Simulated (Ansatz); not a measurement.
Input file for ClH2NO2W (`[NH2][W](=[O])(=[O])[Cl]`):

```yaml
crystal:
  periodic: [false, false, false]
  atoms:
    - {symbol: N, position_ang: [-0.681015, 0.605687, 0.796485]}
    - {symbol: W, position_ang: [0.392790, -0.406970, -0.443699]}
    - {symbol: O, position_ang: [1.646258, -1.149881, 0.436019]}
    - {symbol: O, position_ang: [-0.606333, -1.584495, -1.159366]}
    - {symbol: Cl, position_ang: [1.275813, 0.935874, -2.056178]}
    - {symbol: H, position_ang: [-1.686910, 0.670027, 0.736573]}
    - {symbol: H, position_ang: [-0.340592, 0.929758, 1.690154]}
basis:
  gaussian: {orbitals: def2-TZVPP}
correlation: {method: ccsd_t}
output: {orbitals: {seedname: orbitals}}
```

```sh
$ ansatz run in.yaml --threads 4 --pin off --events-out ev --progress --plain --max-ram 10444MiB
```

Log, shortened:

```
Functional definition: HF
1391 factors; integrals over basis functions are off by at most 1.1e-3 eV
mean field evaluation 1: about -19892.8060 eV, gradient 8.1e1 eV
mean field evaluation 2: about -19893.0818 eV, gradient 8.2e1 eV
mean field evaluation 4: about -19904.8953 eV, gradient 9.1e0 eV
mean field evaluation 8: about -19905.1136 eV, gradient 1.2e0 eV
mean field evaluation 16: about -19905.1176 eV, gradient 8.6e-6 eV
mean field -19905.11755565 eV, -731.4995779967 hartree, gradient 8.6e-6 eV, S^2 0.000000; 1 other end points of the search recorded, 0 dependent functions left out
8 core orbitals not correlated: weight in the atoms' cores, before any rotation towards them, 1.000 or more for the frozen orbitals, at most 0.000 for the correlated occupied ones
reference -19905.11755565 eV, -731.4995779967 hartree; 20, 20 occupied and 191, 191 virtual orbitals, 1391 factors
second order -38.15593796 eV of doubles, -0.00000000 eV of singles
cycle   1  -34.42462564 eV  change     3.7e0 eV  update   3.0e-1
cycle   2  -36.29194827 eV  change    -1.9e0 eV  update   2.1e-1
cycle   3  -36.66550339 eV  change   -3.7e-1 eV  update   4.2e-2
cycle   4  -36.67229972 eV  change   -6.8e-3 eV  update   1.9e-2
cycle   5  -36.65083808 eV  change    2.1e-2 eV  update   4.7e-3
cycle   6  -36.65292894 eV  change   -2.1e-3 eV  update   2.0e-3
cycle   7  -36.65256360 eV  change    3.7e-4 eV  update   7.4e-4
cycle   8  -36.65190153 eV  change    6.6e-4 eV  update   3.4e-4
cycle   9  -36.65215765 eV  change   -2.6e-4 eV  update   1.3e-4
cycle  10  -36.65233808 eV  change   -1.8e-4 eV  update   5.7e-5
cycle  11  -36.65224012 eV  change    9.8e-5 eV  update   2.8e-5
cycle  12  -36.65220229 eV  change    3.8e-5 eV  update   1.6e-5
perturbative correction -2.13670276 eV, -0.0785223782 hartree
Total energy: -19943.90646070 eV, -732.9250439652 hartree
```

Run time 49 s (4 threads of an Intel Xeon 6975P-C on a shared host); peak host memory 4.3 GiB.

Correlation energy per correlated electron: -0.970 eV. T1 diagnostic: 0.0223.
